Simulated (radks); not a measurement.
All-electron atom: the rhodium ion Rh+ in [Kr] 4d8. Method: Dirac Kohn-Sham, PBE, spin-unpolarised, spherical densities, finite nucleus; open shells are shared between the two j in proportion to 2j + 1; Fermi nuclear charge, rms radius 4.4945 fm; computed with a radial shooting solver on a logarithmic mesh with Libxc functionals.

Normalised radial functions P(r) = r R(r) (large component), r in bohr:

| r | 3d3/2 | 3d5/2 |
|---|---|---|
| 0.002341 | 0.0001 | 0.0000 |
| 0.002703 | 0.0001 | 0.0000 |
| 0.003147 | 0.0001 | 0.0001 |
| 0.003635 | 0.0002 | 0.0001 |
| 0.004231 | 0.0002 | 0.0002 |
| 0.004887 | 0.0004 | 0.0003 |
| 0.005689 | 0.0005 | 0.0004 |
| 0.00657 | 0.0008 | 0.0006 |
| 0.007649 | 0.0012 | 0.0010 |
| 0.008833 | 0.0017 | 0.0014 |
| 0.01028 | 0.0026 | 0.0022 |
| 0.01188 | 0.0039 | 0.0033 |
| 0.01383 | 0.0058 | 0.0051 |
| 0.01597 | 0.0085 | 0.0076 |
| 0.01859 | 0.0127 | 0.0115 |
| 0.02147 | 0.0186 | 0.0169 |
| 0.02499 | 0.0275 | 0.0253 |
| 0.02886 | 0.0397 | 0.0368 |
| 0.0336 | 0.0579 | 0.0542 |
| 0.0388 | 0.0822 | 0.0775 |
| 0.04517 | 0.1178 | 0.1118 |
| 0.05217 | 0.1637 | 0.1563 |
| 0.06074 | 0.2286 | 0.2194 |
| 0.07014 | 0.3090 | 0.2979 |
| 0.08166 | 0.4171 | 0.4040 |
| 0.09431 | 0.5436 | 0.5286 |
| 0.1098 | 0.7026 | 0.6858 |
| 0.1268 | 0.8743 | 0.8562 |
| 0.1476 | 1.0699 | 1.0513 |
| 0.1705 | 1.2565 | 1.2384 |
| 0.1984 | 1.4368 | 1.4206 |
| 0.2292 | 1.5721 | 1.5590 |
| 0.2668 | 1.6554 | 1.6466 |
| 0.3081 | 1.6612 | 1.6573 |
| 0.3587 | 1.5817 | 1.5831 |
| 0.4143 | 1.4295 | 1.4353 |
| 0.4823 | 1.2052 | 1.2145 |
| 0.557 | 0.9589 | 0.9698 |
| 0.6484 | 0.6966 | 0.7076 |
| 0.7488 | 0.4745 | 0.4840 |
| 0.8718 | 0.2871 | 0.2945 |
| 1.007 | 0.1608 | 0.1658 |
| 1.172 | 0.0771 | 0.0800 |
| 1.354 | 0.0337 | 0.0352 |
| 1.576 | 0.0120 | 0.0127 |
| 1.82 | 0.0038 | 0.0041 |
| 2.119 | 0.0009 | 0.0010 |
| 2.447 | 0.0002 | 0.0002 |
| 2.848 | 0.0000 | 0.0000 |
| 3.29 | 0.0000 | 0.0000 |
| 3.83 | 0.0000 | 0.0000 |
| 4.423 | 0.0000 | 0.0000 |
| 5.149 | 0.0000 | 0.0000 |
| 5.946 | 0.0000 | 0.0000 |
| 6.923 | 0.0000 | 0.0000 |
| 7.995 | 0.0000 | 0.0000 |
| 9.307 | 0.0000 | 0.0000 |
| 10.75 | 0.0000 | 0.0000 |
| 12.51 | 0.0000 | 0.0000 |

3d3/2: eigenvalue -310.87 eV, 0 radial nodes, <r> = 0.368 bohr, 90 % of the charge inside 0.585 bohr. 3d5/2: eigenvalue -305.97 eV, 0 radial nodes, <r> = 0.372 bohr, 90 % of the charge inside 0.590 bohr.
